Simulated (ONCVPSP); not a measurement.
**hafnium (Hf): ONCV pseudisation with PBE, scalar-relativistic reference atom.**

ONCVPSP 4.0.1 was run on this input:

```
# ATOM AND REFERENCE CONFIGURATION
# atsym  z   nc   nv     iexc    psfile
  Hf 72.00   11    3        4      upf
#
#   n    l    f
    1    0    2.00
    2    0    2.00
    2    1    6.00
    3    0    2.00
    3    1    6.00
    3    2   10.00
    4    0    2.00
    4    1    6.00
    4    2   10.00
    4    3   14.00
    5    0    2.00
    5    1    6.00
    5    2    2.00
    6    0    1.00
#
# PSEUDOPOTENTIAL AND OPTIMIZATION
# lmax
    2
#
#   l,   rc,      ep,       ncon, nbas, qcut
    0    2.30    0.00    3    7    3.60
    1    2.20    0.00    5    8    7.60
    2    3.10    0.00    3    8    4.90
#
# LOCAL POTENTIAL
# lloc, lpopt,  rc(5),   dvloc0
    4    5    2.00    3.00
#
# VANDERBILT-KLEINMAN-BYLANDER PROJECTORs
# l, nproj, debl
    0    2    1.60
    1    1    3.90
    2    3    2.80
#
# MODEL CORE CHARGE
# icmod, fcfact, rcfact
    2    0.45    1.10
#
# LOG DERIVATIVE ANALYSIS
# epsh1, epsh2, depsh
   -3.00    5.00    0.02
#
# OUTPUT GRID
# rlmax, drl
    6.00    0.01
#
# TEST CONFIGURATIONS
# ncnf
    4
# nvcnf
#   n    l    f
    3
    5    1    6.00
    5    2    2.00
    6    0    2.00
#
    3
    5    1    6.00
    5    2    2.00
    6    0    0.00
#
    3
    5    1    6.00
    5    2    1.00
    6    0    0.00
#
    4
    5    1    6.00
    5    2    1.00
    6    0    2.00
    6    1    1.00
#
```

Command:

```bash
oncvpsp.x < Hf.dat > Hf.out
```

The program printed (shortened: citation, most of the input echo, consistency checks and plot data are left out):

```
ONCVPSP  (Optimized Norm-Conservinng Vanderbilt PSeudopotential)
scalar-relativistic version 4.0.1

#   n    l    f        energy (Ha)
    1    0    2.00    -2.3995622E+03
    2    0    2.00    -4.1057774E+02
    2    1    6.00    -3.6051286E+02
    3    0    2.00    -9.3748349E+01
    3    1    6.00    -7.8794165E+01
    3    2   10.00    -6.1106355E+01
    4    0    2.00    -1.9090767E+01
    4    1    6.00    -1.4185769E+01
    4    2   10.00    -7.8497957E+00
    4    3   14.00    -8.7331243E-01
    5    0    2.00    -2.7173952E+00
    5    1    6.00    -1.5623782E+00
    5    2    2.00    -3.3833498E-01
    6    0    1.00    -4.0333574E-01

Reference configufation results
  iterations    38
  all-electron total energy (Ha)   -1.50779237D+04

Begin loop to  construct optimized pseudo wave functions
and semi-local pseudopoentials for all angular momenta

   Wellstate for l =  0  n =  8
     eigenvalue =   1.1967
     asymptotic potential =   1.6967
     half-point radius =  5.1221

Calculating optimized projector #   1

 for l=   0

    Fraction of norm inside rc  0.190396
    Optimizing pswf for qcut=   3.60 a_B^-1,  ecut=   6.48 Ha
    Residual kinetic energy error=  1.40D-04 Ha

    Energy error per electron        Cutoff
         Ha          eV             Ha
         0.01000     0.27211        1.74
         0.00100     0.02721        2.92
         0.00010     0.00272        8.19
         0.00001     0.00027       37.29

Calculating optimized projector #   2

 for l=   0

    Fraction of norm inside rc  0.121376
    Optimizing pswf for qcut=   3.60 a_B^-1,  ecut=   6.48 Ha
    Residual kinetic energy error=  3.89D-05 Ha

    Energy error per electron        Cutoff
         Ha          eV             Ha
         0.01000     0.27211        3.70
         0.00100     0.02721        4.56
         0.00010     0.00272        5.63
         0.00001     0.00027       29.22

Calculating optimized projector #   1

 for l=   1

    Fraction of norm inside rc  0.947824
    Optimizing pswf for qcut=   7.60 a_B^-1,  ecut=  28.91 Ha
    Residual kinetic energy error=  1.21D-07 Ha

    Energy error per electron        Cutoff
         Ha          eV             Ha
         0.01000     0.27211        7.40
         0.00100     0.02721       14.78
         0.00010     0.00272       20.39
         0.00001     0.00027       23.89

   Wellstate for l =  2  n =  9
     eigenvalue =   2.4617
     asymptotic potential =   2.9617
     half-point radius =  5.9440

   Wellstate for l =  2  n = 10
     eigenvalue =   5.2617
     asymptotic potential =   5.7617
     half-point radius =  4.9718

Calculating optimized projector #   1

 for l=   2

    Fraction of norm inside rc  0.816996
    Optimizing pswf for qcut=   4.89 a_B^-1,  ecut=  11.98 Ha
    Residual kinetic energy error=  3.95D-07 Ha

    Energy error per electron        Cutoff
         Ha          eV             Ha
         0.01000     0.27211        6.33
         0.00100     0.02721        8.12
         0.00010     0.00272        9.43
         0.00001     0.00027       10.70

Calculating optimized projector #   2

 for l=   2

    Fraction of norm inside rc  0.142033
    Optimizing pswf for qcut=   4.89 a_B^-1,  ecut=  11.98 Ha
    Residual kinetic energy error=  3.18D-05 Ha

    Energy error per electron        Cutoff
         Ha          eV             Ha
         0.01000     0.27211        8.31
         0.00100     0.02721       10.12
         0.00010     0.00272       11.52
         0.00001     0.00027       19.98

Calculating optimized projector #   3

 for l=   2

    Fraction of norm inside rc  0.153943
    Optimizing pswf for qcut=   4.89 a_B^-1,  ecut=  11.98 Ha
    Residual kinetic energy error=  1.68D-03 Ha

    Energy error per electron        Cutoff
         Ha          eV             Ha
         0.01000     0.27211       10.43
         0.00100     0.02721       15.15
         0.00010     0.00272       41.64
         0.00001     0.00027       66.23

Construct Vanderbilt / Kleinmman-Bylander projectors

B matrix Hermiticity error, ll=   0
   1   2   -7.5808E-05

  Orthonormal projector coefficients -1.8833E+01  9.4949E-01

B matrix Hermiticity error, ll=   2
   1   2   -1.1552E-04
   1   3    3.0702E-04
   2   3    1.3060E-04

  Orthonormal projector coefficients -1.8375E+00 -8.7056E-01 -2.8132E-01

Model core correction analysis
  based on d2Exc/dn_idn_j

d2excae - all-electron derivatives

   -2.450457D-02   -1.396821D-02   -3.597271D-03
   -1.396796D-02   -2.096790D-02   -1.942938D-02
   -3.595318D-03   -1.942689D-02   -3.368528D-02

d2excps - pseudofunction derivatives with no core correction

   -3.912582D-02   -1.683898D-02   -4.409421D-03
   -1.683847D-02   -2.531625D-02   -2.173847D-02
   -4.406971D-03   -2.173480D-02   -3.495652D-02

rms 2nd derivative error    5.403319E-03

amplitude prefactor, scale prefactor
    4.3908    1.3901

d2excps - pseudofunction derivatives with core correction

   -2.567419D-02   -1.375855D-02   -4.148008D-03
   -1.375829D-02   -2.308709D-02   -2.096201D-02
   -4.145949D-03   -2.095799D-02   -3.430700D-02

rms 2nd derivative error    1.136914E-03

Pseudoatom total energy  -31.248737

Diagnostic tests using Vanderbilt-Kleinman-Bylander pseudopotentials
  1 or more projectors used as specified by nproj input data

   l    rcore       rmatch      e in        delta e   norm test  slope test

   0   2.3032789   2.3732115  -0.4033357  -0.0000314   0.9999519   1.0003389
run_diag: lschvkbbe ERROR   2   1   0  60  1.19666425E+00  1.02699783E+00
   0   2.3032789   2.3732115   1.1966643  -0.1696664   0.2200387   0.3104378

   1   2.2088218   2.2758864  -1.5623782  -0.0000002   0.9999993   0.9999981

   2   3.1063156   3.2006300  -0.3383350  -0.0000063   0.9999752   0.9999560
   2   3.1063156   3.2006300   2.4616650   0.0000522   1.0001359   1.0001359
   2   3.1063156   3.2006300   5.2616650  -0.0000872   1.0000260   1.0000260

 Testing for bound ghosts
   n   l    E NL Schr. Eq   E Basis Diag.   E Cutoff

       0                      -17.502146     48.89  WARNING - GHOST(-)
   1   0       -0.403367       -0.398108     48.89

   2   1       -1.562378       -1.562377     46.00

   3   2       -0.338341       -0.338279     45.99

 Testing for highly-localized positive-energy ghosts
       l    <radius>/rc     E Basis Diag.   E Cutoff

Test configuration 0

   n   l     f        eae           eps        diff
   1   0  2.0000-2399.56221865
   2   0  2.0000 -410.57774446
   2   1  6.0000 -360.51286416
   3   0  2.0000  -93.74834921
   3   1  6.0000  -78.79416547
   3   2 10.0000  -61.10635536
   4   0  2.0000  -19.09076714
   4   1  6.0000  -14.18576903
   4   2 10.0000   -7.84979571
   4   3 14.0000   -0.87331243
   5   0  2.0000   -2.71739516
   5   1  6.0000   -1.56237824   -1.56237843   -1.89D-07
   5   2  2.0000   -0.33833498   -0.33834132   -6.34D-06
   6   0  1.0000   -0.40333574   -0.40336716   -3.14D-05

    Total energies and differences
      AE_ref= -1.50779237D+04  AE_tst= -1.50779237D+04  dif=  0.00D+00
      PS_ref= -3.12487365D+01  PS_tst= -3.12487365D+01  dif=  1.11D-12
      PSP excitation error= -1.11D-12

Test configuration 1

   n   l     f        eae           eps        diff
   1   0  2.0000-2399.30568621
   2   0  2.0000 -410.32280412
   2   1  6.0000 -360.25786044
   3   0  2.0000  -93.49347343
   3   1  6.0000  -78.53928473
   3   2 10.0000  -60.85154841
   4   0  2.0000  -18.83584153
   4   1  6.0000  -13.93086894
   4   2 10.0000   -7.59500160
   4   3 14.0000   -0.61866015
   5   0  2.0000   -2.46279842
   5   1  6.0000   -1.30732029   -1.30901907   -1.70D-03
   5   2  2.0000   -0.09881713   -0.09892509   -1.08D-04
   6   0  2.0000   -0.18773180   -0.18776484   -3.30D-05

    Total energies and differences
      AE_ref= -1.50779237D+04  AE_tst= -1.50782169D+04  dif= -2.93D-01
      PS_ref= -3.12487365D+01  PS_tst= -3.15420230D+01  dif= -2.93D-01
      PSP excitation error=  1.43D-04

Test configuration 2

   n   l     f        eae           eps        diff
   1   0  2.0000-2399.86452485
   2   0  2.0000 -410.87786526
   2   1  6.0000 -360.81309086
   3   0  2.0000  -94.04788888
   3   1  6.0000  -79.09371685
   3   2 10.0000  -61.40587446
   4   0  2.0000  -19.39047334
   4   1  6.0000  -14.48549530
   4   2 10.0000   -8.14945118
   4   3 14.0000   -1.17266053
   5   0  2.0000   -3.01650037
   5   1  6.0000   -1.86045423   -1.85854067    1.91D-03
   5   2  2.0000   -0.61387286   -0.61345211    4.21D-04

    Total energies and differences
      AE_ref= -1.50779237D+04  AE_tst= -1.50774026D+04  dif=  5.21D-01
      PS_ref= -3.12487365D+01  PS_tst= -3.07274889D+01  dif=  5.21D-01
      PSP excitation error= -1.47D-04

Test configuration 3

   n   l     f        eae           eps        diff
   1   0  2.0000-2400.31595039
   2   0  2.0000 -411.33091553
   2   1  6.0000 -361.26623358
   3   0  2.0000  -94.49722147
   3   1  6.0000  -79.54308201
   3   2 10.0000  -61.85584301
   4   0  2.0000  -19.84017864
   4   1  6.0000  -14.93558458
   4   2 10.0000   -8.60011514
   4   3 14.0000   -1.62247347
   5   0  2.0000   -3.46425814
   5   1  6.0000   -2.29723282   -2.29711841    1.14D-04
   5   2  1.0000   -0.99686582   -0.99345284    3.41D-03

    Total energies and differences
      AE_ref= -1.50779237D+04  AE_tst= -1.50766017D+04  dif=  1.32D+00
      PS_ref= -3.12487365D+01  PS_tst= -2.99281544D+01  dif=  1.32D+00
      PSP excitation error=  1.43D-03

Test configuration 4

   n   l     f        eae           eps        diff
   1   0  2.0000-2399.42925919
   2   0  2.0000 -410.44921064
   2   1  6.0000 -360.38417567
   3   0  2.0000  -93.61847980
   3   1  6.0000  -78.66429333
   3   2 10.0000  -60.97691459
   4   0  2.0000  -18.96125366
   4   1  6.0000  -14.05652119
   4   2 10.0000   -7.72109683
   4   3 14.0000   -0.74474041
   5   0  2.0000   -2.58922751
   5   1  6.0000   -1.42758917   -1.43341060   -5.82D-03
   5   2  1.0000   -0.18261200   -0.18372147   -1.11D-03
   6   0  2.0000   -0.24095941   -0.24226424   -1.30D-03
   6   1  1.0000   -0.08404710   -0.08287998    1.17D-03

    Total energies and differences
      AE_ref= -1.50779237D+04  AE_tst= -1.50781448D+04  dif= -2.21D-01
      PS_ref= -3.12487365D+01  PS_tst= -3.14679405D+01  dif= -2.19D-01
      PSP excitation error= -1.83D-03
```

Note: ghosts flagged at negative energy: s at -476.3 eV; no localised positive-energy state flagged. A true bound ghost makes a file unfit for plane-wave use.

The run took about 8.9 s on one core of a shared server CPU.
